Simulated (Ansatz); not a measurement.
The same path of C$_{2}$H$_{7}$BClN (12 atoms, charge 0, multiplicity 1) was run twice with different band settings. The coordinate that changes most is the dihedral H8–C1–B2–Cl3.

These are results of RKS PBE/def2-SVP (Ansatz 0.2.0), not measurements.

Relaxed end points:

```xyz
12
Properties=species:S:1:pos:R:3
C -1.451 0.694 1.013
B -0.106 -0.016 0.630
Cl 0.857 -0.782 1.925
C 0.413 -0.134 -0.848
N 1.810 -0.456 -1.062
H -1.197 1.687 1.452
H -2.109 0.887 0.142
H -2.021 0.154 1.796
H 0.134 0.806 -1.382
H -0.336 -0.883 -1.256
H 1.968 -0.851 -1.995
H 2.117 -1.162 -0.381
```

```xyz
12
Properties=species:S:1:pos:R:3
C -1.293 0.932 1.037
B 0.035 0.221 0.598
Cl 1.364 0.079 1.783
C 0.235 -0.427 -0.819
N 1.586 -0.709 -1.261
H -1.584 0.704 2.082
H -1.113 2.031 1.005
H -2.146 0.726 0.360
H -0.304 0.208 -1.562
H -0.451 -1.326 -0.717
H 1.602 -1.425 -1.995
H 2.146 -1.069 -0.477
```

Common settings: movable images 7; climbing image yes; spring 5.0 eV/Å²; start path IDPP; force threshold 0.05 eV/Å; iteration limit 60; end points relaxed.

| run | optimiser | largest step |
| --- | --- | --- |
| 1 | quadratic models (default) | default |
| 2 | lbfgs | 0.02 Å |

Question: What does each run give, and how far can it be trusted?

Answer: Run 1: converged after 5 iterations, highest image 0.030 eV above the first end. A vibrational analysis at the climbing image gives one clearly imaginary mode, 114i cm⁻¹: a first-order saddle point.
Run 2: converged after 16 iterations, highest image 0.030 eV above the first end. Another band between the same ends (7 images) ends at a top of the same energy, where a vibrational analysis finds 1 clearly imaginary mode.
